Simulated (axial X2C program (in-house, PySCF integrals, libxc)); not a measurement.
## Nuclear properties of CaN⁺

Calculated with an in-house all-electron X2C program for linear molecules (integrals from PySCF): two-component X2C with atomic mean-field Coulomb and Gaunt terms, Gaussian nuclei, basis Ca dyall-cv3z, N dyall-av3z with contracted cores.

R = 2.140 Å (near the PBE0 minimum at charge 1 of the determinant lowest at the starting distance; the state shown can have its own minimum elsewhere).

Input and command:
```json
{"zs": [20, 7], "q": 1, "bas": ["dyall-cv3z", "dyall-av3z"], "r0": 2.07, "levels": ["PBE0", "HF", "TPSSh", "BP86", "B3LYP"], "nst": 3}
```
```bash
python soeom.py task.json out
```

Keys: zs atomic numbers; q charge; bas basis sets; r0 starting distance in Å; levels methods; nst determinants followed.

Determinant lowest in the PBE0 search, Ω = 1 (⟨Sz⟩ = 1.00, ⟨Lz⟩ = 0.00 at PBE0), spin on the atoms Ca 0.03, N 0.97:

```csv
level,Eeff magnitude (GV/cm),Ws magnitude Ca (kHz),A∥/gI Ca (MHz),qzz Ca (a.u.),A∥/gI N (MHz),qzz N (a.u.)
PBE0,0.0125,0.00323,-55.4,-0.68,-98.4,-1.51
HF,0.0473,0.0169,-87.7,-0.75,-53.4,-1.50
TPSSh,0.0139,0.00376,-37.2,-0.67,-90.7,-1.52
BP86,0.00352,0.000324,-39.8,-0.70,-107,-1.55
B3LYP,0.0113,0.00264,-71.1,-0.71,-81.5,-1.54
```

Eeff is the effective electric field on the electron electric dipole moment in this Ω state and Ws the scalar–pseudoscalar constant of the nucleus named (defined with the proton number Z and per Ω); A∥ (defined per Ω) follows by multiplying with gI = μI/(I μN); qzz is the electric field gradient, eQq0 = 234.96 MHz × Q/barn × qzz. The operators were transformed with the bare-nucleus X2C matrices; with these basis sets, hyperfine constants and field gradients can be off by tens of per cent, and where levels differ in sign neither size nor sign is settled.

Q: With Q(43Ca) = -0.0408 barn, Q(14N) = 0.02044 barn (Q from Pyykkö, Mol. Phys. 2018), turn the PBE0 values of the first state into constants in MHz.

A: eQq0(43Ca) = 234.96 × (-0.0408) × (-0.68) = 6.52 MHz; eQq0(14N) = 234.96 × (0.02044) × (-1.51) = -7.25 MHz.

Each state is one determinant with collinear spin, which with several unpaired electrons need not be a pure state. Unrestricted Hartree–Fock can overshoot spin polarisation at the nuclei. With several open shells hyperfine constants can be off by a factor of several. Where Eeff spreads by more than a factor of two the levels disagree and none is to be relied on. Open-shell Ω = 0 determinants with evenly filled partner blocks cannot be reached by this program, so the Ω shown need not be the lowest component. States lie within half an eV, so the first need not be the ground state. The sign of Ws at Ca differs between levels in the first state. Further determinants of the search, some of them spin-mixed, are not shown. Where a field gradient or hyperfine factor spreads by more than a factor of two over the levels, a constant derived from it is not to be relied on.
